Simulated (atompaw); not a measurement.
# Before and after: PAW (atompaw) potential for Tb

* Element: terbium
* Generator: atompaw 4.2.0.5
* Type: PAW
* Functional: PBE
* Relativity: scalar-relativistic
* Frozen core: [Kr] 4d10
* Valence charge: 19
* Reference configuration: 4f8 5s2 5p6 5d1 6s2 6p0
* Partial waves: 5s (bound); 6s (bound); 5p (bound); 6p (bound, empty); 5d (bound); 5d channel at 2.1 Ry; 4f (bound); 4f channel at 4.15 Ry
* Local potential: bessel scheme, radius 2.70 bohr
* Core correction: smooth core density matched at 2.55 bohr
* Augmentation charge: sinc compensation charge, radius 2.60 bohr; PAW radius 3.00 bohr; waves and projectors: bloechl

Change: local potential troulliermartins scheme with l = 4 at 0 Ry, radius 2.70 bohr.

Cutoffs: the cutoffs (Ry, on a coarse ladder) from which the occupation-weighted sum of valence levels, in a spherical-Bessel basis at the reference potential, stays within 10 and 1 mRy of its value at 400 Ry; they do not see the model core or the augmentation charge, which bear on the density cutoff.

Task: What does the change do?

Result: The potential gets neither clearly harder nor softer (30 Ry and 35 Ry → 30 Ry and 35 Ry); the f channel sets the loose cutoff, while the largest relative change is in d, which becomes harder; the range in which the s phases agree narrows (upper end 3.9 → 2.6); neither file shows a bound ghost.

```csv
quantity,base,changed
"cutoff, loose",30 Ry,30 Ry
"cutoff, tight",35 Ry,35 Ry
loose cutoff by channel (10 mRy a level),"s 12 Ry, p 15 Ry, d 10 Ry, f 25 Ry","s 10 Ry, p 15 Ry, d 15 Ry, f 25 Ry"
bound ghosts,none,none
s: phases at 3.01 bohr within 0.05 rad from the reference energy up to (Ry; the scan ends near 5),3.9,2.6
p: phases at 3.01 bohr within 0.05 rad from the reference energy up to (Ry; the scan ends near 5),to the end of the scan,4.6
d: phases at 3.01 bohr within 0.05 rad from the reference energy up to (Ry; the scan ends near 5),to the end of the scan,to the end of the scan
f: phases at 3.01 bohr within 0.05 rad from the reference energy up to (Ry; the scan ends near 5),n/a,n/a
lowest overlap eigenvalue by channel,"s 0.49, p 0.63, d 0.87, f 1.00","s 0.54, p 0.80, d 0.98, f 0.97"
```

 The cutoffs see the waves, projectors and local potential, not the compensation charge or the core.
